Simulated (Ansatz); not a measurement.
**Worked example: C2H2F4 + C2H3I → C2H2F3I + C2H3F**

Species: C2H2F4 (norflurane) `FCC(F)(F)F`, singlet; C2H3I (vinyl iodide) `C=CI`, singlet; C2H2F3I `FC(F)(F)CI`, singlet; C2H3F `C=CF`, singlet. The partners trade F for I; both sit on C, so the bond types are kept.

Shapes, held fixed at every level: PBE0-D4/def2-TZVP. Programs: Ansatz 0.2.0. The zero-point and thermal change to 298 K, harmonic and unscaled (PBE0-D4/def2-TZVP), is -0.8 kJ/mol.

At CCSD(T)/def2-TZVPP; 1 Eh = 2625.50 kJ/mol:

| species | energy (Eh) |
| --- | --- |
| C2H2F4 | -476.241190 |
| C2H3I | -374.980574 |
| C2H2F3I | -673.650271 |
| C2H3F | -177.576825 |

Work out ΔH(298 K) of the reaction at this level.


1. Products less reactants: (-673.650271) + (-177.576825) − [(-476.241190) + (-374.980574)] = -0.005332 Eh = -14.0 kJ/mol.
2. With the thermal change: -14.0 + (-0.8) = -14.8 kJ/mol.

Other levels give -19.6 (wB97M-V/def2-TZVPP) to -14.2 kJ/mol (MP2/def2-TZVPP). No measured value is set beside it here. For atoms past krypton def2 sets carry core potentials with scalar relativity. Outer-core shells of I are correlated in most correlated rows, in sets that cover them unevenly.
